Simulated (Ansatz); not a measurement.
Ideal-gas functions of CH₂OSZn, SMILES `C1[O][Zn][S]1` at 500 K and 1 bar, from an Ansatz frequency run at PBE0-D4/def2-TZVP.

Molar mass 127.48 g/mol, point group Cs (symmetry number 1), electronic degeneracy 1, moments of inertia 80.526, 120.628, 197.876 u Å². Harmonic wavenumbers (cm⁻¹, unscaled): 154, 306, 425, 552, 693, 920, 1026, 1193, 1270, 1491, 3019, 3076.

Use S(trans) = R[1.5 ln M + 2.5 ln T − 1.1517]; rotational temperatures θ = 24.2544 K / I; S(rot) = R[ln(√π/σ · √(T³/θAθBθC)) + 1.5]; for each mode x = 1.438777 ν̃/T, S = R[x/(eˣ − 1) − ln(1 − e⁻ˣ)] and H = RT x/(eˣ − 1); 1 cm⁻¹ = 0.0119627 kJ/mol; R = 8.31446 J/(mol·K).

Question: By hand: the entropy, in J/(mol·K).

Answer: Translation 180.1. Rotation: θ = 0.3012, 0.2011, 0.1226 K, giving 115.1. Vibration, mode by mode: 15.15, 9.64, 7.14, 5.29, 3.83, 2.29, 1.80, 1.23, 1.03, 0.61, 0.01, 0.01, in all 48.0. Electronic 0.0. Sum 343.2 J/(mol·K).

Question: By hand: H − E and G − E in kJ/mol, counted from the electronic energy.

Answer: Zero-point energy ½ × 14125 × 0.0119627 = 84.5; thermal vibration 13.7; translation, rotation and pV give 4 RT = 16.6. H − E = 114.8 kJ/mol, and G − E = 114.8 − 500 × 343.2/1000 = -56.8 kJ/mol.

Vibration gives 14 % of the entropy.
